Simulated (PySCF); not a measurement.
Al(H)(Me)(OMe), SMILES C[O][AlH][CH3] (C2H7AlO), PBE0/def2-SVP optimised geometry. Atoms within 1.6 Å of the plane z = 0.0 Å (x, y, z in Å): Al1 (0.24, 0.68, 0.00), H2 (-0.68, 1.98, 0.00), C3 (2.19, 0.68, 0.00), H4 (2.58, 0.21, 0.92), H5 (2.61, 1.69, -0.07), H6 (2.58, 0.09, -0.85), O7 (-0.54, -0.83, 0.00), C8 (-1.83, -1.34, 0.00), H9 (-2.00, -1.98, -0.89), H10 (-2.00, -1.98, 0.89), H11 (-2.61, -0.56, 0.00).

Computed with PBE0/def2-TZVP in PySCF. Cells within 0.4 Å of a nucleus heavier than hydrogen are left out (blank, or x).

Map of the log10 of the electron density (e/bohr³), floored at −4 on the plane z = 0.0 Å:

```
|0000000000000000000000000000000|
|0000000000000000000000000000000|
|0000000000000000000000000000000|
|0000000000000000000000000000000|
|0000000000011211100000000000000|
|0000000001123332211001111000000|
|0000000002234444322112222110000|
|0000000012345555432233443321000|
|0000000023456776543345555431000|
|0000000123467876554456776532100|
|0000000123467877655567887542100|
|0000000123456777766678887543100|
|0000011223455679x8778xx87543100|
|000012333334568xx9778xx87543200|
|0001234444455679x8778xx87543100|
|0002345665567777766677776542100|
|0012356877678998655566665432100|
|0012457888789xx8754445554321000|
|000235678xx89xx8754333333210000|
|000134678xx88987653222222100000|
|000124567xx77776543111100000000|
|0000134677776555432100000000000|
|0000124566655433221000000000000|
|0000023455543322100000000000000|
|0000012334432110000000000000000|
|0000001122221000000000000000000|
|0000000011100000000000000000000|
|0000000000000000000000000000000|
|0000000000000000000000000000000|
|0000000000000000000000000000000|
|0000000000000000000000000000000|
```
Scale: ten equal steps from -4.00 (start of '0') to 0.012 (end of '9'), in the order '0123456789'; x runs from -5.00 to 5.00, y from -5.00 (bottom) to 5.00 (top).
